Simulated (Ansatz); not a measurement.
Two isomers of CH9NOSi2: A = `N[SiH2]OC[SiH3]`, B = `OC([SiH3])N[SiH3]`.

Isolated molecules relaxed with PBE0-D4/def2-TZVP in Ansatz; ΔE leaves out vibrations. CCSD(T)/CBS is the MP2 limit (def2-TZVPP, def2-QZVPP) plus CCSD(T) − MP2 in def2-TZVPP, frozen cores. DFT in def2-TZVPP. B3LYP here is the variant with VWN-RPA as its local correlation; programs differ in this. One conformer a species, not always the lowest.

(1) Which isomer does CCSD(T)/CBS put lower? Give the gap. (Estimate.)

(2) Give E(B) − E(A) in kJ/mol with ωB97M-V, MP2/def2-TZVPP, B2PLYP, PBE-D4, PBE0-D4, CCSD(T)/def2-TZVPP, B3LYP. (An estimate is asked.)

Largest T1 diagnostic: 0.012.

## Answers

(1) Ansatz gave: A, by 156.8 kJ/mol.

(2) Computed: ωB97M-V 155.5, MP2/def2-TZVPP 158.7, B2PLYP 159.8, PBE-D4 140.9, PBE0-D4 146.8, CCSD(T)/def2-TZVPP 154.4, B3LYP 158.5. None reverses the order clearly.

In def2-TZVPP, CCSD(T) changes the Hartree–Fock value by −15.7 kJ/mol (the triples alone add −3.0 kJ/mol) and MP2 by −11.4 kJ/mol. From PBE to PBE0 (25 % exact exchange), in def2-TZVPP and without D4, E(B) − E(A) moves by +5.5 kJ/mol.
